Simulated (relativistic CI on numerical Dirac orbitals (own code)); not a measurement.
**One change at a time: Cs XVIII**

Base calculation: Dirac-Coulomb-Breit CI, separate exchange-only KLI orbitals for each configuration, QED by a radiative potential, unscaled Slater integrals.

Configuration list (outside the closed core [Ar] 3d10): 4s2.4p6.4d2, 4s2.4p5.4d3, 4s2.4p6.4d.4f, 4s.4p6.4d3, 4s2.4p5.4d2.4f, 4s2.4p6.4d.5s, 4s.4p6.4d2.4f, 4s2.4p6.4d.5p, 4s2.4p6.4f.5s, 4s2.4p6.4d.5d, 4s2.4p6.5s.5p, 4s2.4p5.4d2.5s, 4s2.4p6.4d.5f, 4s2.4p6.4d.6s, 4s2.4p5.4d2.5p, 4s2.4p6.4d.5g, 4s2.4p6.4d.6p, 4s2.4p6.4d.6d, 4s.4p6.4d2.5s, 4s2.4p6.4d.7s, 4s2.4p6.4d.6g, 4s2.4p6.4f2, 4s2.4p5.4f3, 4s.4p6.4f3, 4p6.4d4, 4p5.4d5, 4p5.4d4.4f, 4s2.4p6.4f.5p, 4s2.4p5.4f2.5p, 4s.4p6.4f2.5p, 4s2.4p6.5s2, 4s2.4p5.4f.5s2, 4s.4p6.4f.5s2, 4s2.4p6.5p2, 4s2.4p5.4f.5p2, 4s.4p6.4f.5p2, 4s.4p6.4d.5s2, 4s.4p5.4d.4f.5s2, 4p6.4d.4f.5s2. Double excitations out of closed p, d and f shells are left out; levels of such configurations are missing from the list, as are those of other unlisted configurations, and high levels can miss mixing partners. These lack a partner that the ground configuration has and come out too high: 4s2.4p5.4d2.5s, 4s.4p6.4d2.5s, 4s2.4p5.4d2.5p.

Variants: (1) one mean potential for all configurations. Shifts of the energy above 4s2.4p6.4d2 3F_2, in cm⁻¹, for the lowest level and the first level of each name with at least 55 % of one term (blank where a level changes its place among those of its configuration and J or its character, or is not in the variant):

```
            Level    Base  Δ(1)
 4s2.4p6.4d2 3F_2       0     0
 4s2.4p6.4d2 3F_3   20211    -5
 4s2.4p6.4d2 3P_0   33231    -6
 4s2.4p6.4d2 3F_4   35948    -8
 4s2.4p6.4d2 3P_1   44956    -9
 4s2.4p6.4d2 1G_4   64071   -11
 4s2.4p6.4d2 1S_0  128029   -24
4s2.4p5.4d3 5D°_1  687349  -150
4s2.4p5.4d3 5D°_0  692850  -148
4s2.4p5.4d3 5S°_2  698119  -149
4s2.4p5.4d3 5G°_6  724807  -155
4s2.4p5.4d3 3G°_3  727233  -177
4s2.4p5.4d3 3P°_0  750559  -172
4s2.4p5.4d3 3I°_7  766509  -164
```

At this charge energies of transitions that change n are usually good to better than 1 %, and those within a shell (Δn = 0) to a few per cent. Terms inside the open d or f shell come out 10 to 20 % too wide with unscaled integrals.

Ionisation energy from the two ground configurations alone: base 445.305 eV. The NIST ASD value (theoretical) is 445 eV.

LS names give the leading component of a level, which can be under half, so a name can repeat, a term be missing and a line seem to break the LS rules.
